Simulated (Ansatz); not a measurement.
Start from `O=[CH][GeH2][SeH]` and change one atom or group to get `[CH3][GeH2][CH]=O`.

Ansatz, PBE0-D4/def2-TZVP geometries, multiplicity 1. Each molecule was computed in one conformer, which needn't be the lowest.

Scalar relativity is left out up to krypton.

```
                               property  `O=[CH][GeH2][SeH]`
   HOMO–LUMO gap (PBE0/def2-TZVPP) / eV                 5.12
     LUMO energy (PBE0/def2-TZVPP) / eV                -1.81
  LUMO energy (ωB97M-V/def2-TZVPP) / eV                 0.39
    HOMO–LUMO gap (PBE/def2-TZVPP) / eV                 2.75
  HOMO energy (ωB97M-V/def2-TZVPP) / eV                -9.09
HOMO–LUMO gap (ωB97M-V/def2-TZVPP) / eV                 9.48
```

(1) What does the change do to each property? (Estimate.)

Results:

(1) Computed: 
| property | `[CH3][GeH2][CH]=O` | shift |
| --- | --- | --- |
| HOMO–LUMO gap (PBE0/def2-TZVPP) / eV | 5.55 | 0.43 |
| LUMO energy (PBE0/def2-TZVPP) / eV | -1.33 | 0.48 |
| LUMO energy (ωB97M-V/def2-TZVPP) / eV | 0.98 | 0.59 |
| HOMO–LUMO gap (PBE/def2-TZVPP) / eV | 2.97 | 0.22 |
| HOMO energy (ωB97M-V/def2-TZVPP) / eV | -9.14 | -0.05 |
| HOMO–LUMO gap (ωB97M-V/def2-TZVPP) / eV | 10.12 | 0.64 |

With PBE0 the HOMO rises by 0.05 eV and the LUMO rises by 0.48 eV, so the gap widens by about 0.43 eV. PBE moves the HOMO by 0.17 eV and ωB97M-V by -0.05 eV.

Spin–orbit coupling is left out; it splits and shifts lone-pair levels of the heavy atoms by tenths of an eV.
